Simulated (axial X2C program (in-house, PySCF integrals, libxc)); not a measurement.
# Low determinants of TiSi at the PBE0 level, without spin–orbit coupling

All values were computed with an axial X2C code built on PySCF integrals. Spin-free means the one-electron spin-free X2C Hamiltonian. Basis: Ti dyall-cv3z [10s10p6d4f2g], Si dyall-v3z [8s7p2d1f] (cores contracted in-house); Gaussian nuclei, density fitting, unrestricted open shells. Masses: Ti 47.948 u, Si 27.977 u.

Search at 2.423 Å (vertical energies from the lowest determinant):

| ΔE (eV) | state | electrons beyond evenly filled partner blocks | electrons in σ, π, δ, φ |
| --- | --- | --- | --- |
| 0.00 | M_S = 2, Λ = 2 | σα, π+α, π-α, δ+α | 21 14 1 0 |
| 0.55 | M_S = 1, Λ = 3 | π+α, π+β, π-α, δ+α | 20 15 1 0 |
| 0.57 | M_S = 3, Λ = 0 | 2 × σα, π+α, π-α, δ+α, δ-α | 20 14 2 0 |
| 0.64 | M_S = 3, Λ = 3 | 2 × σα, 2 × π+α, π-α, δ+α | 20 15 1 0 |
| 0.70 | M_S = 2, Λ = 1 | 2 × σα, π+α, π-α, π-β, δ+α | 20 15 1 0 |
| 0.70 | M_S = 2, Λ = 3 | 2 × σα, π+α, π+β, π-α, δ+α | 20 15 1 0 |
| 0.75 | M_S = 2, Λ = 3 | 2 × π+α, π-α, δ+α | 20 15 1 0 |

Lowest determinant, M_S = 2, Λ = 2 (beyond evenly filled blocks: σα, π+α, π-α, δ+α): Re = 2.421 Å, ωe = 376.4 cm⁻¹.

The determinant in row 2 of the search, M_S = 1, Λ = 3 (beyond evenly filled blocks: π+α, π+β, π-α, δ+α), was followed along the bond at PBE0; measured from the minimum of the lowest determinant it gives:

Te = 0.548 eV (4419 cm⁻¹), Re = 2.408 Å, ωe = 330.0 cm⁻¹.

**Question.** Compare the bond of the determinant in row 2 with that of the lowest one.

**Answer.** At PBE0 its Re is 0.013 Å shorter and its force constant, which goes as ωe², is 0.77 times that of the lowest determinant. This determinant mixes spin states, so it has no term energy of its own.

The search compares states at one distance, so a state with another bond length can lie lower; it is not exhaustive and yields mostly the lowest determinant of each block pattern, so other components and higher states of one pattern are missing. These are energies of single determinants, not of spin-adapted states; PBE0 term energies can be off by some tenths of an eV, and the functional has no current term. The lowest determinant need not be the ground state where others lie within half an eV. Row 2 is spin-contaminated (⟨S²⟩ = 2.63 against 2.00), so its values are not those of a pure state.
